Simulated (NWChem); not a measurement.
Everything below was run with NWChem. System: H$_{2}$O$_{2}$Si, charge 0, spin multiplicity 1, at a geometry optimised with PBE/def2-SVP. The structure started from a generated list of species. Level: PBE0/cc-pVDZ.

The NWChem input:

```
start mol
memory heap 200 mb stack 900 mb global 1100 mb
geometry units angstroms nocenter noautoz
  Si    -0.156024     0.620528     0.000000
  O     -1.206646    -0.691358     0.000000
  H     -0.762596    -1.564758     0.000000
  O      1.311658    -0.239586     0.000000
  H      2.106837     0.324921     0.000000
  symmetry group Cs
end
basis spherical
  * library cc-pvdz
end
dft
  xc pbe0
  semidirect memsize 60000000 filesize 0
  iterations 100
end
task dft energy
```

Output (cleaned and shortened):

```
             Northwest Computational Chemistry Package (NWChem) 7.3.0
             --------------------------------------------------------

                                NWChem Input Module
                                -------------------

 Scaling coordinates for geometry "geometry" by  1.889725989
 (inverse scale =  0.529177249)

 Turning off AUTOSYM since
 SYMMETRY directive was detected!

                             Geometry "geometry" -> ""
                             -------------------------

 Output coordinates in angstroms (scale by  1.889725989 to convert to a.u.)

  No.       Tag          Charge          X              Y              Z
 ---- ---------------- ---------- -------------- -------------- --------------
    1 Si                  14.0000    -0.15602400     0.62052800     0.00000000
    2 O                    8.0000    -1.20664600    -0.69135800     0.00000000
    3 H                    1.0000    -0.76259600    -1.56475800     0.00000000
    4 O                    8.0000     1.31165800    -0.23958600     0.00000000
    5 H                    1.0000     2.10683700     0.32492100     0.00000000

 Effective nuclear repulsion energy (a.u.)     101.6106287913

            Nuclear Dipole moment (a.u.)
            ----------------------------
        X                 Y               Z
 ---------------- ---------------- ----------------
     0.0000018897     0.0000056692     0.0000000000

      Symmetry information
      --------------------

 Group name             Cs
 Group number              2
 Group order               2
 No. of unique centers     5

      Symmetry unique atoms

     1    2    3    4    5


 Summary of "ao basis" -> "" (spherical)
 ------------------------------------------------------------------------------
       Tag                 Description            Shells   Functions and Types
 ---------------- ------------------------------  ------  ---------------------
 *                          cc-pvdz                   on all atoms

                                 NWChem DFT Module
                                 -----------------

 Summary of "ao basis" -> "ao basis" (spherical)
 ------------------------------------------------------------------------------
       Tag                 Description            Shells   Functions and Types
 ---------------- ------------------------------  ------  ---------------------
 Si                         cc-pvdz                  8       18   4s3p1d
 O                          cc-pvdz                  6       14   3s2p1d
 H                          cc-pvdz                  3        5   2s1p

 Summary of "ao basis" -> "ao basis" (spherical)
 ------------------------------------------------------------------------------
       Tag                 Description            Shells   Functions and Types
 ---------------- ------------------------------  ------  ---------------------
 Si                         cc-pvdz                  8       18   4s3p1d
 O                          cc-pvdz                  6       14   3s2p1d
 H                          cc-pvdz                  3        5   2s1p

      Symmetry analysis of basis
      --------------------------

        a'         41
        a"         15

            General Information
            -------------------
          SCF calculation type: DFT
          Wavefunction type:  closed shell.
          No. of atoms     :     5
          No. of electrons :    32
           Alpha electrons :    16
            Beta electrons :    16
[...]
   convergence    iter        energy       DeltaE   RMS-Dens  Diis-err    time
 ---------------- ----- ----------------- --------- --------- ---------  ------
 d= 0,ls=0.0,diis     1   -440.8244896513 -5.42D+02  2.10D-02  8.17D-01     1.2
 d= 0,ls=0.0,diis     2   -440.7084534523  1.16D-01  1.13D-02  2.05D+00     1.3
 d= 0,ls=0.0,diis     3   -440.9157759488 -2.07D-01  9.47D-04  1.03D-02     1.3
 d= 0,ls=0.0,diis     4   -440.9167653789 -9.89D-04  2.22D-04  3.50D-04     1.4
 d= 0,ls=0.0,diis     5   -440.9167895718 -2.42D-05  1.00D-04  1.30D-04     1.5
  Resetting Diis
 d= 0,ls=0.0,diis     6   -440.9168012669 -1.17D-05  2.91D-05  5.90D-06     1.6
 d= 0,ls=0.0,diis     7   -440.9168019574 -6.90D-07  9.34D-06  1.17D-07     1.7

         Total DFT energy =     -440.916801957424
      One electron energy =     -812.101939358723
           Coulomb energy =      308.158372053027
    Exchange-Corr. energy =      -38.583863443076
 Nuclear repulsion energy =      101.610628791348

 Numeric. integr. density =       32.000000821443

     Total iterative time =      1.0s

                  Occupations of the irreducible representations
                  ----------------------------------------------

                     irrep           alpha         beta
                     --------     --------     --------
                     a'               13.0         13.0
                     a"                3.0          3.0

                       DFT Final Molecular Orbital Analysis
                       ------------------------------------

 Vector   14  Occ=2.000000D+00  E=-3.714016D-01  Symmetry=a'
              MO Center= -9.6D-01, -6.2D-01,  3.8D-16, r^2= 1.4D+00
   Bfn.  Coefficient  Atom+Function         Bfn.  Coefficient  Atom+Function
  ----- ------------  ---------------      ----- ------------  ---------------
    22      0.554673  2 O  px                25      0.387644  2 O  px
    21     -0.214818  2 O  s                 41      0.192355  4 O  px
     8     -0.116045  1 Si px                33      0.115285  3 H  s
    20     -0.114452  2 O  s                 44      0.107668  4 O  px
    52      0.107284  5 H  s                 40     -0.090602  4 O  s

 Vector   15  Occ=2.000000D+00  E=-3.331268D-01  Symmetry=a"
              MO Center= -5.1D-02, -4.5D-01,  1.5D-15, r^2= 2.2D+00
   Bfn.  Coefficient  Atom+Function         Bfn.  Coefficient  Atom+Function
  ----- ------------  ---------------      ----- ------------  ---------------
    24      0.462314  2 O  pz                43     -0.425051  4 O  pz
    27      0.351655  2 O  pz                46     -0.328337  4 O  pz
    17      0.084217  1 Si d  1

 Vector   16  Occ=2.000000D+00  E=-2.596742D-01  Symmetry=a'
              MO Center= -9.4D-02,  8.3D-01,  2.2D-16, r^2= 2.4D+00
   Bfn.  Coefficient  Atom+Function         Bfn.  Coefficient  Atom+Function
  ----- ------------  ---------------      ----- ------------  ---------------
     4      0.526649  1 Si s                  3      0.306711  1 Si s
     9      0.304835  1 Si py                42     -0.260950  4 O  py
    12      0.215485  1 Si py                45     -0.210581  4 O  py
    21     -0.157680  2 O  s                 23     -0.149086  2 O  py
    41      0.140631  4 O  px                44      0.108600  4 O  px

 Vector   17  Occ=0.000000D+00  E=-3.796217D-02  Symmetry=a"
              MO Center= -1.5D-01,  6.1D-01, -2.3D-15, r^2= 2.8D+00
   Bfn.  Coefficient  Atom+Function         Bfn.  Coefficient  Atom+Function
  ----- ------------  ---------------      ----- ------------  ---------------
    13      0.659802  1 Si pz                10      0.458185  1 Si pz
    27     -0.232739  2 O  pz                46     -0.229697  4 O  pz
    24     -0.225444  2 O  pz                43     -0.222119  4 O  pz
    15      0.064628  1 Si d -1

 Vector   18  Occ=0.000000D+00  E= 3.619726D-02  Symmetry=a'
              MO Center=  2.5D-01,  6.9D-01, -9.2D-16, r^2= 4.2D+00
   Bfn.  Coefficient  Atom+Function         Bfn.  Coefficient  Atom+Function
  ----- ------------  ---------------      ----- ------------  ---------------
    11      0.762646  1 Si px                40     -0.490585  4 O  s
    21      0.410536  2 O  s                 53      0.380520  5 H  s
     8      0.267416  1 Si px                45     -0.223604  4 O  py
    42     -0.214725  4 O  py                34     -0.207826  3 H  s
    14      0.134210  1 Si d -2              33     -0.133006  3 H  s

 Vector   19  Occ=0.000000D+00  E= 6.283420D-02  Symmetry=a'
              MO Center=  4.6D-01, -4.2D-01, -8.2D-16, r^2= 5.1D+00
   Bfn.  Coefficient  Atom+Function         Bfn.  Coefficient  Atom+Function
  ----- ------------  ---------------      ----- ------------  ---------------
    53      0.765735  5 H  s                 34      0.639229  3 H  s
    21     -0.602309  2 O  s                 40     -0.564244  4 O  s
    12     -0.426186  1 Si py                25     -0.184594  2 O  px
    22     -0.173388  2 O  px                 9     -0.171854  1 Si py
    11     -0.162268  1 Si px                52      0.162868  5 H  s

 center of mass
 --------------
 x =  -0.04056916 y =   0.03721269 z =   0.00000000

 moments of inertia (a.u.)
 ------------------
          78.156171364257         -26.879209717850           0.000000000000
         -26.879209717850         201.832913606742           0.000000000000
           0.000000000000           0.000000000000         279.989084970998

     Multipole analysis of the density
     ---------------------------------

     L   x y z        total         alpha         beta         nuclear
     -   - - -        -----         -----         ----         -------
     0   0 0 0     -0.000000    -16.000000    -16.000000     32.000000

     1   1 0 0      0.737669      0.368833      0.368833      0.000002
     1   0 1 0     -0.058388     -0.029197     -0.029197      0.000006
     1   0 0 1      0.000000      0.000000      0.000000      0.000000

     2   2 0 0    -17.447966    -63.669546    -63.669546    109.891126
     2   1 1 0      1.795843     -7.462204     -7.462204     16.720251
     2   1 0 1     -0.000000     -0.000000     -0.000000      0.000000
     2   0 2 0    -17.251402    -30.458885    -30.458885     43.666367
     2   0 1 1     -0.000000     -0.000000     -0.000000      0.000000
     2   0 0 2    -17.333468     -8.666734     -8.666734      0.000000

 Task  times  cpu:        1.6s     wall:        1.6s

 Total times  cpu:        1.7s     wall:        1.7s
```
